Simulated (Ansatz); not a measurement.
Input for Ansatz (an electronic-structure program): U-PBE/cc-pVTZ on BrFSe (SMILES F[Se]Br), a point of a bond scan (R = 2.646 Å).

Ansatz 0.2 input:
```yaml
crystal:
  periodic: [false, false, false]
  atoms:
    - {symbol: Se, position_ang: [0.51016666, -0.43084229, 0.77837054]}
    - {symbol: F, position_ang: [1.95511126, -1.75515808, -0.99913776]}
    - {symbol: Br, position_ang: [-0.87448098, 0.75634609, -0.65156810]}
basis:
  gaussian:
    orbitals: cc-pVTZ
hamiltonian:
  xc: {name: PBE}
magnetization: {spin_polarized: true, initial_magnetization: 0}
```

The head of its log:

```
WARN ansatz: RAYON_NUM_THREADS=1 ignored (pool sized by the plan → 1); use --threads N
Functional definition: PBE
integrals: 0.05 GiB planned
900 factors; their error is unknown
mean field: 0.40 GiB planned
mean field evaluation 1: about -138084.5048 eV, gradient 3.9e1 eV
mean field evaluation 2: about -137771.4320 eV, gradient 1.5e2 eV
```

Task: What total energy does the run end on?

Result: -5074.7587 hartree. Its determinant has ⟨S²⟩ = 0.66, a mixture of spin states.
